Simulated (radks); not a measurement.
All-electron atom: Cu III in [Ar] 3d7 4s2 (not the ground configuration). All-electron calculation, Dirac Kohn-Sham, BLYP, spin-unpolarised, spherical densities, point nucleus; open shells fill j = l - 1/2 first. Program: a radial shooting solver on a logarithmic mesh with Libxc functionals.

Normalised radial functions P(r) = r R(r) (large component), r in bohr:

r	3s1/2
0.001984	0.0745
0.002583	0.0948
0.003391	0.1206
0.004451	0.1524
0.005795	0.1893
0.007607	0.2334
0.009905	0.2810
0.013	0.3315
0.01693	0.3761
0.02222	0.4069
0.02917	0.4066
0.03798	0.3572
0.04985	0.2354
0.06491	0.0378
0.0852	-0.2343
0.1118	-0.5182
0.1456	-0.7006
0.1911	-0.6585
0.2489	-0.3100
0.3267	0.3112
0.4288	0.9589
0.5584	1.3139
0.7329	1.2398
0.9543	0.8609
1.253	0.4290
1.631	0.1537
2.141	0.0345
2.81	0.0044
3.659	0.0003
4.803	0.0000
6.254	0.0000
8.209	0.0000

3s1/2: eigenvalue -156.28 eV, 2 radial nodes at r = 0.0677, 0.288 bohr, <r> = 0.700 bohr, 90 % of the charge inside 1.05 bohr.
